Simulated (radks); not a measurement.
Initial-state core-level shifts of the iridium ion Ir2+ when its valence configuration changes from [Xe] 4f14 5d7. Method: Dirac Kohn-Sham, PBE, spin-unpolarised, spherical densities, point nucleus; open shells fill j = l - 1/2 first; computed with a radial shooting solver on a logarithmic mesh with Libxc functionals. Shifts are changes of the shell-averaged eigenvalues in eV (positive: less bound).

valence            2s       3s       3p       4d
4f14 5d6 6p1   -4.727   -4.696   -4.696   -4.677
4f13 5d7 6p1  -17.386  -19.169  -19.130  -16.415
4f14 5d6 6s1   -3.545   -3.503   -3.503   -3.483
4f14 5d5 6p2   -9.647   -9.567   -9.566   -9.515
4f12 5d7 6s2  -33.524  -37.167  -37.084  -31.231
4f13 5d8      -12.473  -14.288  -14.249  -11.564
4f14 5d5 6s2   -7.323   -7.223   -7.223   -7.171
4f13.5 5d7.5   -6.167   -7.059   -7.040   -5.745
4f13 5d7 6s1  -16.202  -17.973  -17.934  -15.217
